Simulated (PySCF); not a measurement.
BeH₂, SMILES [BeH2].

The structure is a stationary point at PBE0-D3(BJ)/def2-TZVPD. The isomer is the one that the SMILES or the coordinates give; other isomers of the formula were not compared.

Two levels are set side by side: PBE/def2-TZVPD (PySCF) and HF/def2-TZVPD (PySCF). Same geometry, gas phase. Differences are taken from unrounded values.

| quantity | HF |
|---|---|
| orbital gap (eV) | 13.27 |
| highest occupied level (eV) | -12.18 |
| lowest empty level (eV) | 1.09 |
| mean polarisability (bohr³) | 19.1 |

What does PBE give, and how far is it from HF? (Estimate from the structure and the level; the computed values follow.)


```tsv
quantity	PBE	PBE minus HF
orbital gap (eV)	5.84	-7.43
highest occupied level (eV)	-7.48	4.70
lowest empty level (eV)	-1.64	-2.72
mean polarisability (bohr³)	21.6	2.5
```

Without exact exchange PBE keeps part of each electron's self-repulsion, which lifts occupied levels and narrows the gap. Loosely held outer electrons make PBE densities more polarisable. Differences between two approximate levels are no errors against the true value.
